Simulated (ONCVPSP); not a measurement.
## La (Z = 57): one change to an ONCV potential, before and after

```
Element                 : lanthanum
Generator               : ONCVPSP 4.0.1
Type                    : optimised norm-conserving Vanderbilt (ONCV)
Functional              : PBEsol
Relativity              : scalar-relativistic
Frozen core             : [Kr]
Valence charge          : 21
Reference configuration : 4d10 5s2 5p6 5d1 6s1 (charge +1)
Partial waves           : 5s+6s: rc 2.45 bohr, ncon 4, nbas 8, qcut 3.7 1/bohr, 2 projectors; 5p: rc 1.85 bohr, ncon 4, nbas 9, qcut 4.8 1/bohr, 3 projectors, debl 3 Ha; 4d+5d: rc 1.15 bohr, ncon 4, nbas 8, qcut 13.8 1/bohr, 2 projectors; f scattering state at 0.06 Ha: rc 2.55 bohr, ncon 5, nbas 8, qcut 4.9 1/bohr, 1 projector
Local potential         : polynomial inside 1.10 bohr (lpopt 4, dvloc0 2 Ha)
Core correction         : Teter function, parameters optimised by the program
```

In the f channel the program set the typed energies aside and used -0.376 Ha.

Change: d: qcut 16.

Cutoffs: the cutoffs (Ha) at which the residual kinetic energy of the hardest occupied pseudo-wave falls to 1 and 0.1 mHa per electron; they do not see the model core or the augmentation charge, which bear on the density cutoff. Errors are all-electron minus pseudo energies relative to the spin-unpolarised reference configuration.

Question: What does the change do?

Answer: The potential gets harder (69 Ha and 79 Ha → 78 Ha and 91 Ha); both files keep a bound ghost (s); the errors of the 4 common tests hardly move. The waves are optimised to have the least kinetic energy above qcut, so the cutoff follows it (qcut²/2 in Ha).

```tsv
quantity	base	changed
cutoff, loose	69 Ha	78 Ha
cutoff, tight	79 Ha	91 Ha
loose cutoff by channel	s 6.0 Ha, p 12 Ha, d 69 Ha	s 6.0 Ha, p 12 Ha, d 78 Ha
bound ghosts	s	s
GHOST(+) flags under 300 eV	p at 263.2 eV	p at 263.2 eV
error for 4d10 5s2 5p6 5d1 6s2, meV [ΔE -6.00 eV]	+0.1	+0.1
error for 4d10 5s2 5p6 5d1 6s0, meV [ΔE 10.85 eV]	-3.2	-3.2
error for 4d10 5s2 5p6 5d0 6s0, meV [ΔE 29.76 eV]	-5.6	-5.6
error for 4d10 5s2 5p6 5d1.5 6s1.5, meV [ΔE -5.64 eV]	-1.1	-1.1
s: phases at 2.49 bohr within 0.05 rad from the reference energy up to (Ha; the scan ends near 5)	4.4	4.4
p: phases at 1.88 bohr within 0.05 rad from the reference energy up to (Ha; the scan ends near 5)	to the end of the scan	to the end of the scan
d: phases at 1.16 bohr within 0.05 rad from the reference energy up to (Ha; the scan ends near 5)	to the end of the scan	to the end of the scan
f: phases at 2.58 bohr within 0.05 rad from the reference energy up to (Ha; the scan ends near 5)	-0.1	-0.1
rms error of d²Exc/dni dnj with the model core, mHa	1.60	1.60
```

 A true bound ghost makes a file unfit for plane-wave use even where its test errors are small: the radial tests pick states by their node count and pass the ghost by.
